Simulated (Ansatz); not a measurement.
System: Au2 (charge 0, singlet). 
Geometry from a B3LYP-D3(BJ)/def2-TZVP (Ansatz, a first-principles code) optimisation:
```xyz
2

Au     0.0000     0.0000    -1.2768
Au     0.0000     0.0000     1.2768
```
Charge 0, spin multiplicity 1.

Parts of the frozen-core correlation energy in def2-SVP (Ansatz, hartree). Frozen orbitals: 8; correlated occupied orbitals by spin: 11 and 11; virtual: 45 and 45. No spin-orbit coupling. Past Kr the def2 sets carry scalar-relativistic core potentials.

```tsv
term	value
reference (HF)	-269.59471
MP2 opposite-spin	___
MP2 same-spin	___
CCSD correlation	___
(T)	-0.01262
T1 diagnostic	0.020
largest doubles amplitude	0.076
```

Task: What belongs in the gaps?

Result: 
- MP2 opposite-spin, value: -0.35462
- MP2 same-spin, value: -0.19641
- CCSD correlation, value: -0.51588
